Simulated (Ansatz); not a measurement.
Harmonic frequencies (cm⁻¹) at PBE0-D4/def2-TZVP from Ansatz: 54, 108, 128, 248, 368, 416, 551, 598, 655, 733, 884, 891, 929, 941, 1058, 1172, 1213, 1438, 1776, 2235, 2252, 2256, 3097, 3182.

Each molecule was computed in one conformer, which needn't be the lowest.

Which molecule is it?
A. `O=C([SiH3])CBr`
B. `N=C=N[SiH2][GaH2]`
C. `C[Si]1(Br)CO1`
D. `CB[SiH2]Cl`

A.
